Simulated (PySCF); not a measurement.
Molecule: `FC(C(=C)C(=O)[O-])(F)F`, [C₄H₂F₃O₂]-.

Cartesian coordinates in Å; atom numbers follow the order of the lines, from 1:
```xyz
11

C     0.4100   -1.2854   -0.6405
C     0.1596   -0.1387   -0.0335
C     1.2987    0.6300    0.8044
O     0.9347    1.6858    1.3109
O     2.3768    0.0418    0.8144
C    -1.1851    0.4932   -0.0970
F    -2.0955   -0.2287   -0.8345
F    -1.1966    1.7066   -0.6766
F    -1.7841    0.6331    1.0993
H     1.4044   -1.6924   -0.5571
H    -0.3175   -1.8427   -1.2157
```

Total charge -1.

Frames of a GFN2-xTB Langevin trajectory at 300 K; GIAO PBE0/pcSseg-1 shieldings in PySCF 2.14, gas phase, non-relativistic; equivalent atoms averaged within each frame.

Referencing at the same level of theory: 13C (186.93 ppm) and 1H (31.72 ppm) vs TMS; 17O (336.08 ppm) vs H2O; CFCl3 for 19F (170.95 ppm). The references are static minima.

How do the shifts (ppm) fluctuate along the trajectory?

Answers


```
         time (fs)     C3     C2     C6     C1     O4     O5  F7/F8/F9   H10   H11
               250  162.4  156.3  138.3  137.8  338.3  318.3     -73.4  8.14  6.80
               425  165.1  158.1  139.5  117.1  371.4  347.7     -52.4  5.30  6.26
               625  155.4  171.6  137.9  117.8  326.3  335.4     -60.7  5.80  6.08
               800  165.6  176.9  139.5  114.3  341.0  345.2     -72.0  6.00  4.97
              1000  162.0  155.3  138.6  111.9  356.5  370.0     -57.8  5.02  5.06
    mean of frames  162.1  163.6  138.8  119.8  346.7  343.3     -63.3  6.05  5.83
standard deviation    4.1    9.9    0.7   10.3   17.5   18.9       9.1  1.23  0.80
```

5 frames give an uncertainty of the mean of about the standard deviation over 2.2 at best, since frames this close in time may not be independent; classical motion lacks zero-point vibration, and the reference would need the same averaging.
